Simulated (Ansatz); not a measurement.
A nudged elastic band was laid between two geometries of BClFH + FH (6 atoms, charge 0, multiplicity 1).

All numbers below come from RKS PBE-D4/6-31G* in Ansatz.

```json
{"movable images": "7", "climbing image": "yes", "spring": "5.0 eV/Å²", "optimiser": "quadratic models (default)", "start path": "through a guess of the saddle point", "force threshold": "0.05 eV/Å", "iteration limit": "60", "end points": "relaxed"}
```

Initial state:

```xyz
6
Properties=species:S:1:pos:R:3
B -0.079 0.230 0.087
H -0.264 0.922 1.045
Cl 1.615 0.036 -0.522
F -1.062 -0.104 -0.739
F -0.040 -1.597 1.201
H 0.830 -1.831 0.888
```

Final state:

```xyz
6
Properties=species:S:1:pos:R:3
B 0.055 -0.625 -0.716
H 0.213 0.330 2.650
Cl 1.584 0.061 -1.243
F -1.092 -0.092 -1.112
F 0.038 -1.684 0.084
H 0.203 -0.334 2.298
```

(1) What changes between the two ends?

(2) Give the energies along the band, and the barrier.

(3) What is the geometry of the highest image?

The band took 18 iterations and roughly 4 core-minutes.

## Answers

(1) Bonds broken: B1–H2, F5–H6. Bonds formed: B1–F5, H2–H6. BClFH + FH becomes BClF2 + H2.

(2) The run converged. The highest image is number 4 of 0 to 8, 55.9 kJ/mol above the first end and 192.1 kJ/mol above the last; the last end lies 136.2 kJ/mol below the first. Neighbouring images differ by up to 1.3 eV, so the band resolves the path poorly. A vibrational analysis at the climbing image gives one clearly imaginary mode, 991i cm⁻¹: a first-order saddle point. The orbitals stay closed-shell, which can raise the energy where a bond breaks towards radicals; this wasn't checked here.

```json
{"image": "0", "path coordinate (Å)": "0.00", "energy (kJ/mol)": "0.0", "B1–H2 (Å)": "1.20", "F5–H6 (Å)": "0.95", "B1–F5 (Å)": "2.14"}
{"image": "1", "path coordinate (Å)": "0.59", "energy (kJ/mol)": "3.5", "B1–H2 (Å)": "1.20", "F5–H6 (Å)": "0.95", "B1–F5 (Å)": "2.22"}
{"image": "2", "path coordinate (Å)": "1.19", "energy (kJ/mol)": "6.1", "B1–H2 (Å)": "1.20", "F5–H6 (Å)": "0.95", "B1–F5 (Å)": "2.23"}
{"image": "3", "path coordinate (Å)": "1.78", "energy (kJ/mol)": "14.5", "B1–H2 (Å)": "1.22", "F5–H6 (Å)": "0.96", "B1–F5 (Å)": "2.05"}
{"image": "4", "path coordinate (Å)": "2.38", "energy (kJ/mol)": "55.9", "B1–H2 (Å)": "1.32", "F5–H6 (Å)": "1.15", "B1–F5 (Å)": "1.64"}
{"image": "5", "path coordinate (Å)": "3.02", "energy (kJ/mol)": "-73.1", "B1–H2 (Å)": "1.80", "F5–H6 (Å)": "1.77", "B1–F5 (Å)": "1.36"}
{"image": "6", "path coordinate (Å)": "3.67", "energy (kJ/mol)": "-128.3", "B1–H2 (Å)": "2.42", "F5–H6 (Å)": "2.35", "B1–F5 (Å)": "1.33"}
{"image": "7", "path coordinate (Å)": "4.31", "energy (kJ/mol)": "-135.8", "B1–H2 (Å)": "3.01", "F5–H6 (Å)": "2.76", "B1–F5 (Å)": "1.33"}
{"image": "8", "path coordinate (Å)": "4.95", "energy (kJ/mol)": "-136.2", "B1–H2 (Å)": "3.50", "F5–H6 (Å)": "2.60", "B1–F5 (Å)": "1.33"}
```

(3) 
```xyz
6
Properties=species:S:1:pos:R:3:forces:R:3
B 0.108 -0.214 0.028 0.00 0.00 0.00
H 0.048 0.281 1.250 0.00 0.00 0.00
Cl 1.656 0.183 -0.753 0.00 0.00 0.00
F -1.043 -0.070 -0.636 0.00 0.00 0.00
F 0.152 -1.717 0.683 0.00 0.00 0.00
H 0.080 -0.808 1.388 0.00 0.00 0.00
```

Run time: 4 min on 1 thread of Intel(R) Xeon(R) Platinum 8259CL CPU @ 2.50GHz (Skylake/Cascade Lake) (shared host), peak memory 0.13 GiB.
